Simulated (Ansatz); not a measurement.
Isolated molecules relaxed with PBE0-D4/def2-TZVP in Ansatz; ΔE leaves out vibrations. CBS: MP2 limit from def2 TZ/QZ plus the TZ coupled-cluster correction, frozen cores. This one scheme is used for every species. Functionals use def2-TZVPP. B3LYP here is the variant with VWN-RPA as its local correlation; programs differ in this. Elements past krypton have def2 core potentials. For Sb outer-core shells are correlated without core-valence functions, which leaves a few kJ/mol of doubt a bond. Each species was taken in one conformer, which may not be the lowest.

Consider the ligand exchange at the Si–O bond: `C[O][Al]([F])[O][SiH3]` + `[NH2][SbH2]` → `[SiH3][NH][SbH2]` + `C[O][Al]([OH])[F]`.

`C[O][Al]([F])[O][SiH3]`:

Cartesian coordinates in Å:
```
C -1.968 1.223 -0.856
O -1.682 0.957 0.489
Al -0.449 0.171 1.292
F -0.522 0.098 2.927
O 0.834 -0.530 0.486
Si 2.176 -1.281 -0.040
H -2.038 2.303 -1.014
H -2.930 0.777 -1.126
H -1.204 0.826 -1.534
H 2.041 -2.750 0.140
H 2.378 -0.988 -1.483
H 3.364 -0.806 0.718
```

`[NH2][SbH2]`:

Cartesian coordinates in Å:
```
N -0.413 0.965 0.096
Sb 0.124 -0.883 0.761
H -0.171 1.141 -0.871
H -1.407 1.117 0.202
H 0.072 -1.749 -0.728
H 1.795 -0.592 0.540
```

`[SiH3][NH][SbH2]`:

Z-matrix (Å, degrees):
```
Si
N 1 1.720
H 1 1.489 2 108.9
H 1 1.492 2 113.7 3 120.6
H 1 1.487 2 108.8 3 -120.1
Sb 2 2.028 1 126.1 3 172.9
H 2 1.008 1 118.1 3 -28.8
H 6 1.720 2 96.6 1 37.4
H 6 1.713 2 94.5 1 -53.2
```

`C[O][Al]([OH])[F]`:

Cartesian coordinates in Å:
```
C 0.049 0.836 1.373
O 0.341 0.846 0.004
Al 0.164 -0.242 -1.248
O -0.507 -1.763 -0.977
F 0.660 0.204 -2.749
H -0.646 1.647 1.611
H 0.966 0.997 1.949
H -0.401 -0.108 1.700
H -0.627 -2.417 -1.663
```

| level | ΔE (kJ/mol) |
| --- | --- |
| B3LYP-D4 | 51.5 |
| SCS-MP2/def2-QZVPP | 51.1 |

Q: What does CCSD(T)/CBS give? (Estimate.)

A: The calculation gave: +48.9 kJ/mol. The listed levels differ from it by 2.6, 2.2 kJ/mol.

Largest T1 diagnostic among the species: 0.013.

In def2-TZVPP, CCSD(T) changes the Hartree–Fock value by −16.6 kJ/mol (the triples alone add −2.4 kJ/mol) and MP2 by −19.6 kJ/mol. The D4 term adds −4.9 kJ/mol with B3LYP and −2.4 kJ/mol with PBE0; it sums over pairs of atoms, weighted by their polarisabilities, and B3LYP, whose exchange is more repulsive, gets the larger term.
